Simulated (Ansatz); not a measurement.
Isolated molecules relaxed with PBE0-D4/def2-TZVP in Ansatz; ΔE leaves out vibrations. CCSD(T)/CBS adds triple-zeta CCSD(T) − MP2 to the extrapolated MP2 energy (def2 sets, frozen cores). This one scheme is used for every species. Functionals use def2-TZVPP. B3LYP here is the variant with VWN-RPA as its local correlation; programs differ in this. Each species was taken in one conformer, which may not be the lowest.

Reaction (ligand exchange at the Al–O bond): `[OH][Al]([OH])[Cl]` + CH₃OH → `C[O][Al]([OH])[Cl]` + H₂O

`[OH][Al]([OH])[Cl]`:

Cartesian coordinates in Å:
```
O 1.273 -0.645 0.805
Al -0.030 -0.041 -0.066
O -0.716 1.409 0.432
Cl -0.778 -1.067 -1.729
H 1.709 -1.464 0.577
H -1.458 1.808 -0.019
```

CH₃OH:

Z-matrix (Å, degrees):
```
C
O 1 1.409
H 1 1.097 2 112.4
H 1 1.090 2 107.0 3 -118.5
H 1 1.097 2 112.4 3 123.0
H 2 0.959 1 108.5 3 -61.6
```

`C[O][Al]([OH])[Cl]`:

Cartesian coordinates in Å:
```
C -1.079 0.785 -1.068
O -0.078 -0.122 -0.703
Al 0.715 -0.519 0.708
O 1.890 -1.720 0.666
Cl 0.244 0.469 2.492
H -1.428 1.387 -0.220
H -0.703 1.464 -1.839
H -1.937 0.245 -1.480
H 2.375 -1.989 1.444
```

H₂O:

```xyz
3

O    -0.304   -0.193   -0.147
H     0.599   -0.504   -0.064
H    -0.295    0.697    0.212
```

Q: Is it downhill or uphill in electronic energy at CCSD(T)/CBS, and by how much? (Best estimate.)

A: Computed: Nearly level: ΔE = +0.9 kJ/mol.

Q: What do these levels give: BLYP-D4, B97M-V, B3LYP-D4, CAM-B3LYP, MP2/def2-SVP, HF/CBS(def2)? (Estimate.)

A: Ansatz gave: BLYP-D4 1.8, B97M-V 3.9, B3LYP-D4 1.4, CAM-B3LYP 4.8, MP2/def2-SVP 0.9, HF/CBS(def2) 4.1 kJ/mol.

Largest T1 diagnostic among the species: 0.011.

The D4 term adds −4.2 kJ/mol with B3LYP and −2.5 kJ/mol with PBE0; it sums over pairs of atoms, weighted by their polarisabilities, and B3LYP, whose exchange is more repulsive, gets the larger term. Leaving LDA and LC-ωPBE aside and taking each functional with its dispersion term where it has one, the values, not all of them listed here, spread over 3.4 kJ/mol, from BHLYP-D4 to B2PLYP. LDA lies −3.0 kJ/mol from PBE without D4.
